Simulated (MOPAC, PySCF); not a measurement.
Breaking a bond: Mg2, singlet.

Computed with: UKS-B3LYP/6-31G* = unrestricted B3LYP/6-31G*, spherical d in PySCF 2.14.0; AM1, restricted, heats of formation (MOPAC); UKS-B3LYP/LANL2DZ = unrestricted B3LYP/LANL2DZ, with its core potentials past Ne (PySCF); UCCSD(T) = CCSD(T) on UHF/cc-pVTZ, 2 core orbitals frozen in PySCF.

Energies relative to the lowest point of each curve near equilibrium, in kcal/mol; the last columns give the difference from UCCSD(T):

```tsv
R / Å	UKS-B3LYP/6-31G*	AM1	UKS-B3LYP/LANL2DZ	UCCSD(T)	UKS-B3LYP/6-31G* − UCCSD(T)	AM1 − UCCSD(T)	UKS-B3LYP/LANL2DZ − UCCSD(T)
2.72	10.4	29.8	10.4	8.9	1.5	20.9	1.6
2.88	6.1	17.5	6.1	4.9	1.2	12.6	1.1
3.06	3.1	9.0	3.1	2.4	0.8	6.6	0.8
3.27	1.3	3.7	1.3	0.8	0.5	2.9	0.5
3.39	0.7	2.0	0.7	0.4	0.3	1.6	0.4
3.51	0.3	0.9	0.4	0.1	0.2	0.8	0.2
3.60	0.2	0.5	0.2	0.0	0.1	0.4	0.2
3.71	0.1	0.2	0.1	0.0	0.1	0.2	0.1
3.85	0.0	0.0	0.0	0.0	0.0	0.0	0.0
3.95	0.0	0.0	0.0	0.1	-0.1	0.0	-0.1
4.19	0.1	0.2	0.0	0.2	-0.2	0.0	-0.2
4.48	0.2	0.6	0.1	0.5	-0.3	0.1	-0.3
4.86	0.3	0.9	0.3	0.8	-0.5	0.1	-0.5
5.39	0.4	1.2	0.3	1.0	-0.7	0.1	-0.7
5.91	0.4	1.2	0.4	1.2	-0.8	0.0	-0.8
6.42	0.4	1.2	0.4	1.3	-0.9	-0.1	-1.0
7.17	0.4	1.2	0.3	1.5	-1.1	-0.2	-1.1
7.89	0.4	1.2	0.3	1.6	-1.2	-0.3	-1.2
8.77	0.4	1.2	0.3	1.6	-1.3	-0.4	-1.3
9.75	0.4	1.2	0.3	1.7	-1.3	-0.4	-1.4
10.85	0.4	1.2	0.3	1.7	-1.3	-0.4	-1.4
```

UKS-B3LYP/6-31G* is furthest from UCCSD(T) at 2.72 (1.5 kcal/mol, above); its mean absolute difference over the points is 0.7 kcal/mol.

AM1 is furthest from UCCSD(T) at 2.72 (20.9 kcal/mol, above); its mean absolute difference over the points is 2.3 kcal/mol.

UKS-B3LYP/LANL2DZ is furthest from UCCSD(T) at 2.72 (1.6 kcal/mol, above); its mean absolute difference over the points is 0.7 kcal/mol.

The unrestricted solution behind UCCSD(T) changes between 3.06 and 3.27 Å, which can leave a kink. The unrestricted determinant behind UCCSD(T) is spin-contaminated at 2.72 to 3.06 Å (<S²> up to 0.6, against 0.00 for a pure singlet).
